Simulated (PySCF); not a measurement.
C₂H₄F₂, SMILES C(CF)F. Atoms are numbered in the order given.

```xyz
8

F     -1.4521    -0.1686    -0.5464
C     -0.6900     0.3070     0.5047
C      0.6900    -0.3070     0.5047
F      1.4521     0.1686    -0.5464
H     -1.1963     0.0606     1.4671
H     -0.6078     1.4145     0.4219
H      1.1963    -0.0606     1.4671
H      0.6078    -1.4145     0.4219
```

Geometry optimised at PBE-D3(BJ)/def2-SVP. Other conformers were not sampled.

Level of theory: B3LYP/pcJ-1 in PySCF.

Isotropic couplings with Fermi-contact, spin-dipole and both spin-orbit terms, one fixed conformer, no vibrational averaging. Isotopes: 13C, 19F, 1H.

Problem. Estimate the spin–spin coupling constants. (Estimate from the structure and the level; the computed values follow.)

Solution. 
```
pair   bonds apart  J (Hz)
-----  -----------  ------
F1–C2            1  -250.2
C2–C3            1    44.5
C2–H5            1   152.0
C2–H6            1   158.0
C3–F4            1  -250.3
C3–H7            1   152.0
C3–H8            1   158.0
F1–C3            2    19.3
F1–H5            2    52.7
F1–H6            2    57.5
C2–F4            2    19.3
C2–H7            2     7.7
C2–H8            2    -5.6
C3–H5            2     7.7
C3–H6            2    -5.6
F4–H7            2    52.7
F4–H8            2    57.5
H5–H6            2   -12.6
H7–H8            2   -12.6
F1–F4            3   -10.1
F1–H7            3    42.2
F1–H8            3    20.2
F4–H5            3    42.2
F4–H6            3    20.2
H5–H7            3     1.4
H5–H8            3     1.1
H6–H7            3     1.1
H6–H8            3    11.3
```
